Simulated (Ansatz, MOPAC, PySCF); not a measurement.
Pair of molecules: C2H4 (SMILES C=C) (first 6 atoms) with CH6Si (SMILES C[SiH3]); geometry from B3LYP-D3(BJ)/def2-TZVP, rigid monomers moved along the line of their centres of mass till H3···Si8 is 3.03 Å.
(charge 0, multiplicity 1):
```
atom    x (Å)    y (Å)    z (Å)
----  -------  -------  -------
C      0.4907  -0.0153   0.0182
C     -0.8089   0.2180   0.1247
H      1.2180   0.5442   0.5933
H      0.8806  -0.7758  -0.6477
H     -1.5376  -0.3411  -0.4499
H     -1.1958   0.9785   0.7919
C     -0.7859  -0.9986   3.4375
Si     0.5076   0.3543   3.5284
H     -1.7401  -0.6523   3.8391
H     -0.4745  -1.8722   4.0133
H     -0.9413  -1.3066   2.4030
H      0.0767   1.5518   2.7659
H      1.7995  -0.1099   2.9670
H      0.7367   0.7658   4.9358
```

Interaction energies are E(AB) − E(A) − E(B) at the monomers' geometry in the complex; basis-set methods are counterpoise corrected. Rows marked so take none.

Cores are frozen in the correlated methods. Rows in 3-21G, 6-311+G**, 6-31G* carry no dispersion term and start afresh at each structure (6-31G* with six Cartesian d functions). MP2/6-31G* freezes PySCF's default core. The state that AM1 reach isn't checked.

Programs: Ansatz (Gaussian basis) for Hartree–Fock, density functionals and correlated methods; MOPAC for AM1 (differences of heats of formation); PySCF for 3-21G rows, 6-311+G** rows, 6-31G* rows, the dispersion terms. Values without a source in brackets are computed.

Other levels give for the interaction energy: PBE/def2-TZVPPD 0.77; B3LYP/def2-TZVPPD 2.18; B3LYP-D3(BJ)/def2-TZVPPD -1.21; wB97M-V/def2-TZVPPD -1.04; CCSD(T)/aug-cc-pV(D+d)Z -0.21 kcal/mol.

Common cheap choices:

| level | interaction energy (kcal/mol) |
|---|---|
| AM1 | 1.90 |
| HF/3-21G (no counterpoise) | 1.10 |
| HF/6-31G* | 3.39 |
| HF/6-31G* (no counterpoise) | 2.40 |
| B3LYP/3-21G (no counterpoise) | 0.04 |
| B3LYP/6-31G* (no counterpoise) | 1.13 |
| B3LYP/6-311+G** (no counterpoise) | 2.16 |
| MP2/6-31G* (no counterpoise) | -0.44 |

Ansatz is a program for electronic structure.
